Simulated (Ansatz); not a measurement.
Basis sets compared for Mo(NH)2(NH2)2 (MoN₄H₆). The state is a singlet with charge 0. Geometry B3LYP-D4/def2-SVP. Ansatz on 2 threads of Intel Xeon 6975P-C on a shared host; times are rough, and most runs start from earlier orbitals.

```xyz
11

Mo   -0.009    0.202   -0.006
N    -1.303    1.044   -0.816
N     1.204    1.202    0.747
N     0.899   -0.886   -1.354
N    -0.822   -0.877    1.408
H    -1.831    1.848   -1.149
H     1.659    2.068    1.029
H     1.889   -1.111   -1.333
H     0.468   -1.201   -2.218
H    -1.788   -1.189    1.404
H    -0.367   -1.100    2.288
```

In the def2 sets Mo takes a core potential; there is no spin–orbit coupling. The restricted singlet is unstable towards broken spin symmetry in Hartree–Fock (as tested in another run); at PBE-D4/def2-SVP, PBE-D4/def2-TZVP, PBE0-D4/def2-SVP, PBE0-D4/def2-TZVP this wasn't settled. No other spin state of charge 0 was run. Another isomer (singlet) lies 0.51 eV lower at PBE0-D4/def2-TZVP; other spin states weren't run for this one.

Binding counts from free atoms (Mo septet, N quartet, H doublet) in the same basis, without a counterpoise term.

| level | functions | energy (Eh) | HOMO (eV) | LUMO (eV) | binding per atom (eV) | wall time |
| --- | --- | --- | --- | --- | --- | --- |
| PBE-D4/def2-SVP | 117 | -290.5253 | -5.08 | -1.40 | 3.87 | 1.4 s |
| PBE0-D4/def2-SVP | 117 | -290.4592 | -6.40 | -0.62 | 3.61 | 1.6 s |

Task: Estimate the rows for PBE-D4/def2-TZVP (with forces), PBE0-D4/def2-TZVP.

Result: 
| level | functions | energy (Eh) | HOMO (eV) | LUMO (eV) | binding per atom (eV) | wall time |
| --- | --- | --- | --- | --- | --- | --- |
| PBE-D4/def2-TZVP (with forces) | 200 | -290.8079 | -5.31 | -1.67 | 3.85 | 2.8 s |
| PBE0-D4/def2-TZVP | 200 | -290.7396 | -6.57 | -0.87 | 3.60 | 3.3 s |
